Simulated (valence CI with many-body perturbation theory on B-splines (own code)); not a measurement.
Values are calculated unless marked as measured or tabulated.
Pd32+ in three bases

Method: relativistic CI+MBPT: four valence electrons over a frozen Dirac-Fock core [Ne], a basis of 9 s, 9 p, 8 d, 6 f, 3 g, 1 h functions for each j, with the one-electron correlation potential Σ1 (screened to all orders), the two-electron term Σ2, the three-electron term Σ3, Breit, model QED; selected single and double excitations, second order for the rest, scaled by the run's own slope (own B-spline code, finite nucleus).

The last digits are not significant, and no measured levels were compared; by estimate large intervals hold to a few tenths of a per cent, small ones and those within an open d or f shell to about a per cent.

The reference run has the lowest level (3s^2 3p1/2^2) J=0 and an ionisation energy of 1960.70 eV. Its largest variational space holds 20218 state functions.

Levels are named by their leading jj configuration (3d3/2^4 stands for four electrons in 3d with j = 3/2), which in mixed levels can hold well under half, so a name can repeat and another be missing. Letters in brackets count levels of one name in rising energy.

Changed runs:
A. basis 6 s, 6 p, 5 d, 3 f, 1 g
B. basis 5 s, 5 p, 4 d, 2 f

Excitation energies of the reference run in cm⁻¹, and shifts in cm⁻¹:

```tsv
Level	Reference	A	B
(3s^2 3p1/2 3p3/2) J=1	262323	-73	-206
(3s^2 3p1/2 3p3/2) J=2	303320	+20	+117
(3s^2 3p3/2^2) J=2	595706	-14	+19
(3s^2 3p3/2^2) J=0	688890	+106	+355
(3s 3p1/2^2 3p3/2) J=2	893126	-168	-484
(3s 3p1/2^2 3p3/2) J=1	1026110	-1.5	+38
(3s 3p1/2 3p3/2^2) J=2 [a]	1137220	-149	-434
(3s 3p1/2 3p3/2^2) J=3	1205020	-65	-161
(3s^2 3p1/2 3d3/2) J=2	1209590	+130	+264
(3s 3p1/2 3p3/2^2) J=0	1296770	+2.2	+85
(3s 3p1/2 3p3/2^2) J=1 [a]	1319840	+14	+91
(3s 3p1/2 3p3/2^2) J=2 [b]	1349290	+112	+328
Ionisation energy (eV)	1960.70	-0.029	-0.09
```
